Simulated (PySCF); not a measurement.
CH₆FNO₂Si. Atoms are numbered in the order given.

```xyz
12

C      2.1253     0.1862     0.8099
O      0.9655    -0.5877     0.6494
Si    -0.3839    -0.0584    -0.1293
N     -0.9498     1.4462     0.4181
O     -1.4841    -1.2651     0.0346
F     -0.0163     0.1864    -1.6881
H      1.8828     1.2361     1.0511
H      2.7454     0.1749    -0.1031
H      2.7215    -0.2314     1.6354
H     -1.2153     2.1564    -0.2527
H     -1.4582     1.5334     1.2888
H     -1.1089    -2.1467     0.1243
```
Charge 0, spin multiplicity 1.

Coordinates come from a PBE0-D3(BJ)/def2-SVP optimisation. This is a generated structure with no PubChem entry under its InChIKey; it may be hypothetical. The values are those of a single conformer.

The numbers are results of PySCF with PBE/pcSseg-1, not measurements.

GIAO shieldings, no solvent; atoms listed in one row are averaged. δ = σ(ref) − σ: ¹³C against TMS (σ = 182.0 ppm); ¹⁷O against H2O (σ = 334.3 ppm); ²⁹Si against TMS (σ = 335.4 ppm); ¹⁵N against NH3 (σ = 267.0 ppm); ¹⁹F against CFCl3 (σ = 133.6 ppm); ¹H against TMS (σ = 31.49 ppm), references at their B3LYP-D3(BJ)/def2-TZVP geometries, non-relativistic.

```json
[
 {"nucleus": "¹³C", "atoms": "C1", "count": "1", "δ (ppm)": "55.6"},
 {"nucleus": "¹⁷O", "atoms": "O5", "count": "1", "δ (ppm)": "58.9"},
 {"nucleus": "¹⁷O", "atoms": "O2", "count": "1", "δ (ppm)": "43.7"},
 {"nucleus": "²⁹Si", "atoms": "Si3", "count": "1", "δ (ppm)": "-59.5"},
 {"nucleus": "¹⁵N", "atoms": "N4", "count": "1", "δ (ppm)": "16.3"},
 {"nucleus": "¹⁹F", "atoms": "F6", "count": "1", "δ (ppm)": "-184.8"},
 {"nucleus": "¹H", "atoms": "H7, H8, H9", "count": "3", "δ (ppm)": "4.06"},
 {"nucleus": "¹H", "atoms": "H12", "count": "1", "δ (ppm)": "2.08"},
 {"nucleus": "¹H", "atoms": "H10", "count": "1", "δ (ppm)": "0.77"},
 {"nucleus": "¹H", "atoms": "H11", "count": "1", "δ (ppm)": "0.42"}
]
```
